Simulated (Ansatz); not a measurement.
The first iterations of a band of Cl$_{3}$FH$_{2}$OW (8 atoms, charge 0, multiplicity 1).

Level of theory: RKS BLYP-D4/def2-SVP in Ansatz.

- movable images: 9
- climbing image: yes
- spring: 5.0 eV/Å²
- optimiser: quadratic models (default)
- start path: through a guess of the saddle point
- force threshold: 0.05 eV/Å
- iteration limit: 60
- end points: relaxed

Initial state:

```xyz
8
Properties=species:S:1:pos:R:3
W -0.001 0.046 0.078
F 0.015 0.251 1.947
H 1.687 -0.197 0.313
Cl 0.577 2.316 0.101
Cl -2.341 -0.332 0.230
Cl 0.322 -2.279 0.057
O 0.149 0.194 -1.776
H 0.391 0.793 -2.507
```

Final state:

```xyz
8
Properties=species:S:1:pos:R:3
W -0.274 0.116 -0.473
F 0.597 -0.132 2.149
H 1.233 -0.011 1.441
Cl 0.296 2.300 -0.008
Cl -2.203 -0.064 0.746
Cl 0.430 -2.078 -0.434
O -0.115 0.304 -2.338
H 0.833 0.357 -2.641
```

| iteration | highest image above the first end (eV) | largest band force component (eV/Å) |
| --- | --- | --- |
| 1 | 3.309 | 3.765 |
| 2 | 2.465 | 2.429 |
| 3 | 1.983 | 2.459 |
| 4 | 1.850 | 2.104 |
| 5 | 1.779 | 2.289 |
| 6 | 1.766 | 1.475 |

**Question.** Does the band converge within its limit, and where does its top end?

**Answer.** The run converged. It ended after 20 iterations with the highest image 1.635 eV above the first end. A vibrational analysis at the climbing image gives one clearly imaginary mode, 521i cm⁻¹: a first-order saddle point. The orbitals stay closed-shell, which can raise the energy where a bond breaks towards radicals; this wasn't checked here.

Run time: 5.7 min on 4 threads of Arm Neoverse V2, on a shared host, peak memory 0.28 GiB.
